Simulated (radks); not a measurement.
Values are calculated unless marked as measured or tabulated.
Question: The zirconium ion Zr28+, [Ne] 3s2. Level of theory: non-relativistic Kohn-Sham, PBE, spin-polarised, spherical densities, point nucleus (a radial shooting solver on a logarithmic mesh with Libxc functionals). Every spin shell is full or empty, so the densities are truly spherical. Functionals are evaluated on that one density, not self-consistently. Rank these exchange functionals by their error against the exact value of the orbitals, and give that value: LDA, PBE, revPBE, PW91, OPTX, WC, AM05, SOGGA, B86b, G96, EV93, TPSS, r2SCAN, MS2, TASK.

Answer: Exact: -68.2286 hartree. From best to worst, with 100 (|E| - |E exact|)/|E exact| (equal figures are ties): B86b +0.02, TPSS +0.08, MS2 -0.09, G96 +0.13, r2SCAN -0.16, PW91 -0.17, OPTX +0.17, revPBE -0.18, PBE -0.58, EV93 +1.02, WC -1.56, TASK -3.16, SOGGA -3.45, AM05 -6.72, LDA -7.69.
